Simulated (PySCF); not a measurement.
**IO₃I, singlet: molecular constants**

Method: PBE0/[I def2-SVP with ECP28, O def2-SVP], scalar-relativistic core potentials, density fitting, no spin–orbit coupling, PySCF.

The structure is a saddle point with 1 imaginary mode.

```json
{"Point group": "C2v", "Bond lengths": "I–I 2.878 Å, I–O 1.810 Å, I–O 1.828 Å (×2)", "Bond angles": "I–I–O 82.4° (×2), I–I–O 180.0°, O–I–O 97.6° (×2), O–I–O 164.7°", "Rotational constants": "0.1605, 0.02364, 0.02061 cm⁻¹", "Zero-point energy (real modes)": "21.4 kJ/mol", "Atomisation energy without zero-point energy": "388 kJ/mol", "Principal polarisabilities": "34.2, 65.5, 129.9 bohr³", "Dipole moment": "1.70 D", "Principal quadrupole moments (Buckingham, traceless) about the centre of mass": "-8.08, -2.99, 11.07 D Å", "Lowest empty level": "-5.90 eV", "Highest occupied level": "-8.07 eV"}
```

Harmonic modes (masses in u: I 126.904, O 15.995):
```
symmetry  ω (cm⁻¹)  IR (km/mol)  μ (u)     type
      b1      173i            –  16.39     bend
      a1       142          8.3  81.95  stretch
      b2       158          1.2  20.37     bend
      b1       173         20.5  23.42     bend
      a1       323         64.5  18.00     bend
      b2       367         11.5  16.78     bend
      a1       760          8.7  16.00  stretch
      b2       825         25.4  19.18  stretch
      a1       836         27.0  17.70  stretch
```

In C2v the vibrations span 2b1 + 4a1 + 3b2. Here b1 is antisymmetric to the molecular plane and b2 lies in it.

Charges (e):
```csv
atom,Mulliken,Löwdin,polar tensor,Mayer order to I1
I1,1.42,1.48,1.43,–
"O2,4",-0.44,-0.46,-0.40,1.28
O3,-0.47,-0.48,-0.41,1.44
I5,-0.07,-0.07,-0.20,0.66
```

Mulliken populations on I1 (electrons outside its core potential): s 3.76, p 9.12, d 10.71.

Outer orbital energies (eV). occupied: -11.02, -10.32, -10.23, -9.81, -9.41, -8.91, -8.50, -8.07; empty: -5.90, -5.58, -1.06, 1.81.

Only a few start shapes were tried, so a lower isomer may exist. At this level a singlet minimum of C3v symmetry lies 200 kJ/mol below this structure.

The final relaxation and frequency run took of the order of 3 core-minutes on a shared host.
